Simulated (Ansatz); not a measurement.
A single point on C2H9ClFNSi2 (`CN([SiH2]Cl)[SiH](C)F`).

```yaml
crystal:
  periodic: [false, false, false]
  atoms:
    - {symbol: C, position_ang: [-0.531660, -1.141509, 1.027674]}
    - {symbol: N, position_ang: [0.406025, -0.309717, 0.266048]}
    - {symbol: Si, position_ang: [2.051020, -0.786646, 0.304440]}
    - {symbol: Cl, position_ang: [2.880985, -0.577028, 2.181670]}
    - {symbol: Si, position_ang: [-0.144085, 1.187969, -0.377980]}
    - {symbol: C, position_ang: [-1.708593, 1.001536, -1.351990]}
    - {symbol: F, position_ang: [-0.464332, 2.221657, 0.806587]}
    - {symbol: H, position_ang: [-0.593754, -0.830975, 2.074495]}
    - {symbol: H, position_ang: [-0.220845, -2.189978, 1.004325]}
    - {symbol: H, position_ang: [-1.533821, -1.091897, 0.595820]}
    - {symbol: H, position_ang: [2.147721, -2.231668, -0.006564]}
    - {symbol: H, position_ang: [2.825470, 0.055061, -0.629521]}
    - {symbol: H, position_ang: [0.970236, 1.754355, -1.169824]}
    - {symbol: H, position_ang: [-1.992286, 1.965020, -1.782528]}
    - {symbol: H, position_ang: [-2.539998, 0.662935, -0.729706]}
    - {symbol: H, position_ang: [-1.575083, 0.288385, -2.168747]}
basis:
  gaussian: {orbitals: def2-TZVPP}
hamiltonian: {xc: pbe}
correlation: {method: rpa}
```

```sh
$ ansatz run in.yaml --threads 2 --pin off --events-out ev --progress --plain --backend cuda
```

Shortened log:

```
Functional definition: PBE
2194 factors; integrals over basis functions are off by at most 1.1e-3 eV
mean field evaluation 1: about -34673.6095 eV, gradient 9.7e1 eV
mean field evaluation 2: about -34673.5989 eV, gradient 9.7e1 eV
mean field evaluation 4: about -34689.2930 eV, gradient 4.2e1 eV
mean field evaluation 8: about -34693.1811 eV, gradient 6.3e-1 eV
mean field evaluation 16: about -34693.1814 eV, gradient 1.0e-3 eV
mean field -34693.18136821 eV, -1274.9508993987 hartree, gradient 2.1e-6 eV, S^2 0.000000; 0 other end points of the search recorded, 0 dependent functions left out
19 core orbitals not correlated: weight in the atoms' cores, before any rotation towards them, 1.000 or more for the frozen orbitals, at most 0.000 for the correlated occupied ones
reference -34625.68454105 eV, -1272.4704367517 hartree; 22, 22 occupied and 335, 335 virtual orbitals, 2194 factors
Total energy: -34681.69419688 eV, -1274.5287536386 hartree
```

Hardware: 2 threads of an AMD EPYC 7R13 on a shared host and a share of an NVIDIA H100 80 GB. Wall time 11 s, peak host memory 1.7 GiB.
